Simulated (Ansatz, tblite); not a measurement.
Removing an electron: GeMe3(OiPr) (C6H16GeO). Total charge 0; singlet. Geometry: PBE-D4/def2-SVP. Ansatz, gas phase; energy differences of separate SCF runs; the oxidised species was run as a doublet alone.

```xyz
24

Ge   -0.680    0.964    0.348
C     0.847    2.173    0.070
H     1.782    1.744    0.482
H     0.657    3.139    0.581
H     0.994    2.372   -1.010
C    -2.345    1.675   -0.395
H    -2.690    2.556    0.182
H    -3.133    0.897   -0.359
H    -2.198    1.974   -1.451
C    -0.906    0.498    2.247
H    -1.588   -0.371    2.340
H    -1.348    1.352    2.801
H     0.061    0.237    2.719
O    -0.424   -0.547   -0.632
C     0.851   -1.147   -0.821
C     0.713   -2.134   -1.980
C     1.355   -1.831    0.455
H     1.604   -0.372   -1.116
H    -0.028   -2.919   -1.722
H     1.680   -2.623   -2.214
H     0.351   -1.610   -2.887
H     1.505   -1.100    1.276
H     0.615   -2.583    0.801
H     2.323   -2.344    0.283
```

The xTB rows come from tblite.

```json
{"level": "GFN1-xTB", "−HOMO (eV)": "11.49", "vertical IE (eV)": "13.94", "−LUMO (eV)": "4.46", "HOMO–LUMO gap (eV)": "7.03"}
{"level": "GFN2-xTB", "−HOMO (eV)": "10.47", "vertical IE (eV)": "13.03", "−LUMO (eV)": "2.79", "HOMO–LUMO gap (eV)": "7.69"}
{"level": "CAM-B3LYP-D4/def2-TZVP", "−HOMO (eV)": "8.59", "vertical IE (eV)": "9.16", "−LUMO (eV)": "-1.50", "HOMO–LUMO gap (eV)": "10.09"}
```

Q: Estimate the rows for PBE-D4/def2-TZVP, PBE0-D4/def2-TZVP.

A: 
| level | −HOMO (eV) | vertical IE (eV) | −LUMO (eV) | HOMO–LUMO gap (eV) |
| --- | --- | --- | --- | --- |
| PBE-D4/def2-TZVP | 5.68 | 8.55 | 0.05 | 5.64 |
| PBE0-D4/def2-TZVP | 7.17 | 8.91 | -0.74 | 7.91 |

 Raw xTB energy differences between charge states are shifted by several eV; the methods need an empirical correction for them.
